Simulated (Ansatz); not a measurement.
System: methylgermane, CH6Ge, net charge 0, singlet state. 
Structure (B3LYP-D3(BJ)/def2-TZVP (Ansatz, a quantum-chemistry and plane-wave program) minimum search):
```xyz
8

C      1.5702     0.1094     0.0435
Ge    -0.3901    -0.0272    -0.0108
H      2.0058    -0.8449     0.3378
H      1.8746     0.8694     0.7623
H      1.9557     0.3820    -0.9383
H     -0.8245    -1.1012    -1.0263
H     -1.0098     1.3206    -0.4267
H     -0.9391    -0.4126     1.3761
```

Basis-set convergence of Hartree-Fock and CCSD correlation energies (hartree) with Ansatz. Cores are frozen in the correlated levels unless marked. Spin-orbit coupling is left out. The frozen core is the preceding noble-gas configuration, with the filled d and f shells of earlier blocks. No relativistic terms.

```csv
basis,functions,E(HF),"E(corr, CCSD)"
aug-cc-pVDZ,113,-2116.69008,-0.30932
aug-cc-pVTZ,243,-2116.77610,-0.35663
aug-cc-pVQZ,449,-2116.78226,-0.36915
```

Extrapolating the two largest sets (X = 3 and 4) as X^-3: E(corr) = (64·(-0.36915) - 27·(-0.35663))/37 = -0.3783 Eh, an estimate of the basis-set limit. The largest set recovers 97.6 % of it, the smallest 81.8 %.
